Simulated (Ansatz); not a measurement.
The first iterations of a band of a periodic cell of 13 atoms, Al₁₂Ag (surface Al(111), adsorbate Ag).

Level of theory: DFT r2SCAN, scalar-relativistic, plane waves, PAW in Ansatz. Settings: cutoff 500 eV, k mesh 5x5x1, gaussian smearing 0.15 eV, no spin polarisation.

```
movable images  : 5
climbing image  : yes
spring          : 2.0 to 10.0 eV/Å², energy-weighted
optimiser       : fire
start path      : IDPP
force threshold : 0.05 eV/Å
iteration limit : 14
end points      : relaxed
atoms held      : 1 to 4
```

Image 0:

```xyz
13
Lattice="5.7276 0.0000 0.0000 2.8638 4.9602 0.0000 0.0000 0.0000 15.6765" Properties=species:S:1:pos:R:3
Al 1.432 0.827 1.000
Al 4.296 0.827 1.000
Al 2.864 3.307 1.000
Al 5.728 3.307 1.000
Al -0.004 1.655 3.285
Al 2.868 1.655 3.285
Al 1.432 4.133 3.374
Al 4.296 4.129 3.285
Al 0.056 0.032 5.603
Al 2.808 0.032 5.602
Al 1.432 2.415 5.603
Al 4.297 2.480 5.575
Ag 1.431 4.134 7.528
```

Image 6:

Only the atoms that move by more than 0.05 Å are listed.
```
Al5 0.000 1.653 3.374
Al7 1.428 4.136 3.285
Al9 0.000 -0.065 5.603
Al10 2.865 -0.001 5.575
Al11 1.488 2.513 5.603
Al12 4.239 2.513 5.602
Ag13 2.862 6.614 7.528
```

| iteration | highest image above the first end (eV) | largest band force component (eV/Å) |
| --- | --- | --- |
| 1 | 0.499 | 1.629 |
| 2 | 0.489 | 1.332 |
| 3 | 0.473 | 0.864 |
| 4 | 0.454 | 0.766 |

Q: Does the band converge within its limit, and where does its top end?

A: It did not converge within its limit. It ended after 14 iterations with the highest image 0.157 eV above the first end. The band didn't meet its force threshold, so its energies are provisional: the largest band force was still 0.79 eV/Å, and over the last iterations the top moved between 0.16 and 0.27 eV. Limits of this set-up: coarse k mesh, thin slab, slab without dipole correction, a typed lattice constant that wasn't relaxed here.

Time of the run: 66 min on 4 threads of AMD EPYC 7571, with other jobs on the host, peak memory 5.8 GiB.
